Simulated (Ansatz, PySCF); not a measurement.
4-methyl-2H-pyrrole (C5H7N), SMILES C1CN=CC=1C. Atoms are numbered in the order given.

```xyz
13

C      0.0396     2.1872     0.0000
C      0.0678     0.6922     0.0000
C      1.1219    -0.1556     0.0000
C      0.5779    -1.5539     0.0000
N     -0.8740    -1.4386     0.0000
C     -1.1290    -0.1769     0.0000
H     -0.4929     2.5747     0.8852
H     -0.4929     2.5747    -0.8852
H      1.0542     2.6110     0.0000
H      2.1798     0.1110     0.0000
H      0.9009    -2.1408    -0.8807
H      0.9009    -2.1408     0.8807
H     -2.1609     0.1981     0.0000
```

Geometry: B3LYP-D3(BJ)/def2-SVP. Other conformers were not sampled.

Two levels are set side by side: PBE-D3(BJ)/def2-SVP (Ansatz, a quantum-chemistry and plane-wave program) and B3LYP-D3(BJ)/def2-SVP (Ansatz). Each level has its own optimised geometry; the coordinates shown are those of the second. Frequencies come from the Hessian of PySCF at each geometry. Differences are taken from unrounded values.

```tsv
quantity	B3LYP-D3(BJ)
mean bond length (Å)	1.252
bond C1–C2 (Å)	1.495
bond C2–C3 (Å)	1.353
bond C2–C6 (Å)	1.479
bond C3–C4 (Å)	1.500
bond C4–N5 (Å)	1.456
bond N5–C6 (Å)	1.287
bond C1–H7 (Å)	1.103
bond C1–H8 (Å)	1.103
bond C1–H9 (Å)	1.100
bond C3–H10 (Å)	1.091
bond C4–H11 (Å)	1.107
bond C4–H12 (Å)	1.107
bond C6–H13 (Å)	1.098
highest harmonic wavenumber (cm⁻¹)	3217
mean harmonic wavenumber (cm⁻¹)	1445
zero-point energy (kcal/mol)	68.17
```

### Question
What does PBE-D3(BJ) give, and how far is it from B3LYP-D3(BJ)? (Estimate from the structure and the level; the computed values follow.)

### Answer

```csv
quantity,PBE-D3(BJ),PBE-D3(BJ) minus B3LYP-D3(BJ)
mean bond length (Å),1.258,0.006
bond C1–C2 (Å),1.496,0.001
bond C2–C3 (Å),1.364,0.011
bond C2–C6 (Å),1.478,-0.001
bond C3–C4 (Å),1.499,-0.001
bond C4–N5 (Å),1.457,0.000
bond N5–C6 (Å),1.300,0.012
bond C1–H7 (Å),1.111,0.007
bond C1–H8 (Å),1.111,0.007
bond C1–H9 (Å),1.107,0.007
bond C3–H10 (Å),1.099,0.008
bond C4–H11 (Å),1.115,0.009
bond C4–H12 (Å),1.115,0.009
bond C6–H13 (Å),1.106,0.008
highest harmonic wavenumber (cm⁻¹),3153,-64
mean harmonic wavenumber (cm⁻¹),1405,-40
zero-point energy (kcal/mol),66.29,-1.87
```

Exact exchange shortens and stiffens bonds; PBE has none. Differences between two approximate levels are no errors against the true value.
